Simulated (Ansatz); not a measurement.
## Ligand exchange: C4H9BrSi + CH5N → C4H11NSi + CH3Br

Species: C4H9BrSi `C=C[SiH](Br)CC`, singlet; CH5N `CN`, singlet; C4H11NSi `C=C[SiH](N)CC`, singlet; CH3Br (bromomethane) `CBr`, singlet. The partners trade Br for NH2: Si–Br and C–NH2 bonds give way to Si–NH2 and C–Br.

Shapes, held fixed at every level: PBE0-D4/def2-TZVP. Flexible molecules stand in one conformer, not always the lowest. Programs: Ansatz 0.2.0. Electronic energies: no zero-point or thermal term.

```tsv
level	kind	ΔE (kJ/mol)
HF/def2-SVP	Hartree–Fock	+42.3
PBE-D4/def2-TZVPP	GGA	+30.6
PBE0-D4/def2-TZVPP	global hybrid	+32.5
r2SCAN0-D4/def2-TZVPP	global hybrid	+30.1
wB97M-V/def2-TZVPP	range-separated hybrid	+27.3
CCSD(T)/def2-SVP	coupled cluster or CI	+43.8
MP2/def2-TZVPP	perturbation theory	+27.4
```

MP2/def2-TZVPP gives ΔE = +27.4 kJ/mol; the levels span +27.3 to +43.8. The median of the levels is +30.6. No measured value is set beside it here. Relativity is left out for Br. Outer-core shells of Br are correlated, in sets that cover them unevenly.
